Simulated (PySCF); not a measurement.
B(Cl)2(Et) (C₂H₅BCl₂), SMILES ClB(CC)Cl. Atoms are numbered in the order given.

```xyz
10

B     -0.1109     0.1794     0.0000
Cl     1.6221    -0.1390     0.0000
Cl    -0.6360     1.8650     0.0000
C     -1.1715    -0.9708     0.0000
C     -0.6588    -2.4125     0.0000
H     -1.8325    -0.7859    -0.8692
H     -1.8325    -0.7859     0.8692
H     -0.0361    -2.6160     0.8850
H     -0.0361    -2.6160    -0.8850
H     -1.4898    -3.1347     0.0000
```
Charge 0, spin multiplicity 1.

The structure is a stationary point at B3LYP-D3(BJ)/def2-SVP. Other conformers were not sampled.

Method: TDA-PBE/def2-SVPD (PySCF).

Vertical excitations. Isolated molecule, no solvent. State labels are in the subgroup Cs.

```
state  symmetry  energy (eV)  λ (nm)      f                          main pairs
-----  --------  -----------  ------  -----  ----------------------------------
S1           A"         5.37     231  0.000                      HOMO→LUMO 89 %
S2           A"         5.50     225  0.001                    HOMO−1→LUMO 88 %
S3           A'         6.41     193  0.080  HOMO−2→LUMO 60 %, HOMO−3→LUMO 34 %
S4           A"         6.55     189  0.001                    HOMO−4→LUMO 99 %
S5           A'         6.72     185  0.101  HOMO−3→LUMO 56 %, HOMO−2→LUMO 30 %
S6           A'         7.14     174  0.066                    HOMO→LUMO+1 94 %
S7           A"         7.14     174  0.000                   HOMO−6→LUMO 100 %
S8           A'         7.19     172  0.032                  HOMO−1→LUMO+1 98 %
S9           A"         7.61     163  0.001                 HOMO−2→LUMO+1 100 %
S10          A'         7.64     162  0.066                    HOMO−5→LUMO 83 %
T1           A"         5.08     244      0    HOMO→LUMO 66 %, HOMO−1→LUMO 33 %
T2           A"         5.23     237      0    HOMO−1→LUMO 66 %, HOMO→LUMO 34 %
T3           A'         5.56     223      0                    HOMO−2→LUMO 99 %
T4           A'         6.05     205      0                    HOMO−3→LUMO 92 %
```
Triplets are in the Tamm–Dancoff approximation.
